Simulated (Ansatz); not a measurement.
Relaxation of C₂H₉Al₂N (14 atoms, charge 0, multiplicity 1), to a largest force component of 0.015 eV/Å in at most 40 steps.

All numbers below come from Ansatz 0.2.0, RKS BHLYP-D4/STO-3G.

```xyz
14
Properties=species:S:1:pos:R:3:forces:R:3
C -0.969 0.919 0.428 -3.21 3.83 -0.78
C 0.142 0.011 0.101 0.66 -2.47 -3.86
N 1.245 0.256 0.985 3.25 0.54 2.88
Al -0.372 -1.889 0.271 -1.22 -1.08 1.02
Al 0.746 0.236 -1.820 -0.54 0.15 0.19
H -0.697 2.037 0.297 -0.27 -2.04 0.46
H -1.337 0.822 1.466 0.02 -0.03 -0.37
H -1.835 0.795 -0.274 0.54 -0.06 0.91
H 1.591 1.266 0.946 -0.64 -1.03 -0.04
H 0.966 0.131 2.013 0.09 0.28 -1.23
H -0.421 -2.871 -0.971 0.27 1.27 1.45
H -0.958 -2.430 1.697 1.10 0.88 -2.33
H 2.205 0.677 -2.135 -1.40 -0.50 0.25
H -0.317 0.011 -2.976 1.35 0.24 1.45
```

Task: Where does it end, and by what steps?

Result: The forces met the threshold. Limits of this set-up: minimal basis. After 18 steps the energy has fallen by 2.009 eV; H11 moved furthest, 1.35 Å. Joined: N3–Al4.

```json
{"step": "0", "energy less start (eV)": "0.0000", "largest force component (eV/Å)": "3.860", "accepted": "yes"}
{"step": "1", "energy less start (eV)": "-0.9775", "largest force component (eV/Å)": "1.346", "accepted": "yes"}
{"step": "2", "energy less start (eV)": "-1.0940", "largest force component (eV/Å)": "0.304", "accepted": "yes"}
{"step": "3", "energy less start (eV)": "-1.1087", "largest force component (eV/Å)": "0.118", "accepted": "yes"}
{"step": "4", "energy less start (eV)": "-1.1234", "largest force component (eV/Å)": "0.094", "accepted": "yes"}
{"step": "5", "energy less start (eV)": "-1.1483", "largest force component (eV/Å)": "0.222", "accepted": "yes"}
{"step": "6", "energy less start (eV)": "-1.2044", "largest force component (eV/Å)": "0.641", "accepted": "yes"}
{"step": "7", "energy less start (eV)": "-1.3515", "largest force component (eV/Å)": "1.110", "accepted": "yes"}
{"step": "8", "energy less start (eV)": "-1.6372", "largest force component (eV/Å)": "1.400", "accepted": "yes"}
{"step": "9", "energy less start (eV)": "-1.8429", "largest force component (eV/Å)": "1.753", "accepted": "yes"}
{"step": "10", "energy less start (eV)": "-1.9541", "largest force component (eV/Å)": "0.654", "accepted": "yes"}
{"step": "11", "energy less start (eV)": "-1.9609", "largest force component (eV/Å)": "0.445", "accepted": "yes"}
{"step": "12", "energy less start (eV)": "-1.9980", "largest force component (eV/Å)": "0.314", "accepted": "yes"}
{"step": "13", "energy less start (eV)": "-2.0055", "largest force component (eV/Å)": "0.110", "accepted": "yes"}
{"step": "14", "energy less start (eV)": "-2.0078", "largest force component (eV/Å)": "0.103", "accepted": "yes"}
{"step": "15", "energy less start (eV)": "-2.0088", "largest force component (eV/Å)": "0.046", "accepted": "yes"}
{"step": "16", "energy less start (eV)": "-2.0088", "largest force component (eV/Å)": "0.041", "accepted": "yes"}
{"step": "17", "energy less start (eV)": "-2.0091", "largest force component (eV/Å)": "0.017", "accepted": "yes"}
{"step": "18", "energy less start (eV)": "-2.0092", "largest force component (eV/Å)": "0.003", "accepted": "yes"}
```

```xyz
14
Properties=species:S:1:pos:R:3
C -1.183 1.041 0.400
C -0.115 0.083 -0.152
N 0.982 -0.176 0.945
Al -0.051 -1.708 0.482
Al 0.563 0.365 -1.877
H -0.816 2.065 0.547
H -1.595 0.712 1.360
H -2.020 1.101 -0.300
H 1.951 0.041 0.640
H 0.810 0.374 1.809
H 0.749 -2.668 -0.322
H -0.948 -2.115 1.592
H 2.025 0.192 -2.093
H -0.363 0.664 -3.000
```

The run took 65 s on 1 thread of Arm Neoverse V2, with other jobs on the host, peak memory 0.13 GiB.
